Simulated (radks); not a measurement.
Q: Coherent X-ray form factor from a spherical all-electron density. Method: non-relativistic Kohn-Sham, PBE, spin-polarised, spherical densities, point nucleus; computed with a radial shooting solver on a logarithmic mesh with Libxc functionals.

sin(theta)/lambda (1/angstrom)  f0 (electrons)
0.05                                     4.910
0.1                                      4.656
0.15                                     4.283
0.2                                      3.847
0.25                                     3.403
0.3                                      2.991
0.4                                      2.342
0.5                                      1.932
0.6                                      1.692
0.8                                      1.443
1                                        1.270
1.25                                     1.056
1.5                                      0.852
2                                        0.531

The species is in the configuration that NIST lists as its ground one. Which atom or ion scatters so?

A: The nitrogen ion N2+, [He] 2s2 2p1. Extrapolating in s^2 from the first two rows gives f0(0) = 5.0, near the electron count 5; among species with that count, the fall with angle is slower the higher Z, and the table is that of Z = 7; from so few rows the species is fixed only to a neighbour or two.
